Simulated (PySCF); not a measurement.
Calculation: PBE-D3(BJ)/def2-TZVP // BP86-D3(BJ)/def2-SVP run with PySCF. Isolated molecules, 0 K electronic values unless said otherwise. 

Reference species: [Zr(F)3(H)] (neutral, multiplicity 1).

```json
{
  "coordination_number": "4",
  "mean_distance_from_the_central_atom_to_its_bonded_neighbours": "1.892 Å"
}
```

Changed species: [Zr(H)4] (4 of 4 F replaced by H; the reference has 1 of 4 F replaced by H).

Question: What does the change do to the coordination number and mean distance from the central atom to its bonded neighbours?

Answer: the coordination number is nearly the same; the mean distance from the central atom to its bonded neighbours drops by 0.037 Å, to 1.855 Å.
